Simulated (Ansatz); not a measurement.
`CC[Si]Br` → Br• + 2 C• + 5 H• + Si•  (atomization)

Computed with Ansatz on PBE0-D4/def2-TZVP structures; ΔE is electronic, products minus reactants. CBS: MP2 limit from def2 TZ/QZ plus the TZ coupled-cluster correction, frozen cores. This one scheme is used for every species, atoms too. For atomizations the MP2-based limit and the directly extrapolated one differ by several kJ/mol either way, and by 10 to 25 for some Ge, Se and Sn compounds, so smaller differences from it don't rank the levels. Functionals use def2-TZVPP. No spin–orbit coupling; open shells (•) take unrestricted orbitals. Spin–orbit coupling would lower the free atoms: a little for C, Si; clearly for Br. Bonds to Br are less sure, by a few kJ/mol each and by 10 to 20 or more in all where they break to atoms, as the def2 sets lack core-valence functions. Scalar relativity is left out up to krypton. Each species was taken in one conformer, which may not be the lowest.

```
     level  ΔE (eV)
r2SCAN0-D4    32.91
       PBE    33.54
```

What does CCSD(T)/CBS give? (Best estimate.)

Computed: +33.25 eV. The listed levels differ from it by -0.34, 0.29 eV.

Largest T1 diagnostic among the species: 0.012.

The D4 term adds +0.36 eV with B3LYP and +0.18 eV with PBE0; it sums over pairs of atoms, weighted by their polarisabilities, and B3LYP, whose exchange is more repulsive, gets the larger term. In def2-TZVPP, CCSD(T) changes the Hartree–Fock value by +7.67 eV (the triples alone add +0.47 eV) and MP2 by +8.02 eV; breaking electron pairs costs correlation energy, which Hartree–Fock lacks. From r2SCAN to r2SCAN0 (25 % exact exchange), in def2-TZVPP and without D4, ΔE moves by −0.35 eV: exact exchange takes away binding that semilocal exchange gives to molecules.

B3LYP here is the variant with VWN-RPA as its local correlation; programs differ in this.
